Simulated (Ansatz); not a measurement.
Energy difference R1 → P1 + P2, each structure at its B3LYP-D3(BJ)/def2-TZVP stationary point, reached from a drawn start (curvature not checked).
P1: MoO2S (SMILES [O]=[Mo](=[O])=[S]), charge 0, multiplicity 1.
P2, H2O (SMILES O) (charge 0, multiplicity 1, Z-matrix in Å and degrees):
```
O
H 1 0.9627
H 1 0.9627 2 105.24
```
R1: H2MoO3S (SMILES [O]=[Mo](=[O])([OH])[SH]), charge 0, multiplicity 1.

P less R. No zero-point or thermal terms; no spin–orbit coupling. One arrangement of each flexible species, with no search for the lowest.

Correlated levels freeze the cores.

The values were computed with Ansatz (Gaussian basis) for Hartree–Fock, density functionals and correlated methods. All values are computed, each at the level named. Elements past Kr take the def2 small-core potentials, without spin–orbit coupling.

Total energies in hartree:

| structure | PBE/def2-TZVPP | r2SCAN/def2-TZVPP | CCSD(T)/def2-TZVPP |
|---|---|---|---|
| P1 | -616.751007 | -616.965370 | -615.822906 |
| P2 | -76.380147 | -76.423173 | -76.336963 |
| R1 | -693.229155 | -693.493608 | -692.253714 |

Q: Work out the reaction energy at each level in kcal/mol (1 hartree = 627.50947 kcal/mol), and say how far PBE/def2-TZVPP lies from CCSD(T)/def2-TZVPP.

A: 
- PBE/def2-TZVPP: (-616.751007) + (-76.380147) − (-693.229155) = 0.098001 hartree = 61.50 kcal/mol
- r2SCAN/def2-TZVPP: (-616.965370) + (-76.423173) − (-693.493608) = 0.105065 hartree = 65.93 kcal/mol
- CCSD(T)/def2-TZVPP: (-615.822906) + (-76.336963) − (-692.253714) = 0.093845 hartree = 58.89 kcal/mol
PBE/def2-TZVPP less CCSD(T)/def2-TZVPP: 2.61 kcal/mol. CCSD(T)/def2-TZVPP is the level counted from, the highest shown, and no exact or measured value.

Ansatz is a quantum-chemistry and plane-wave program.
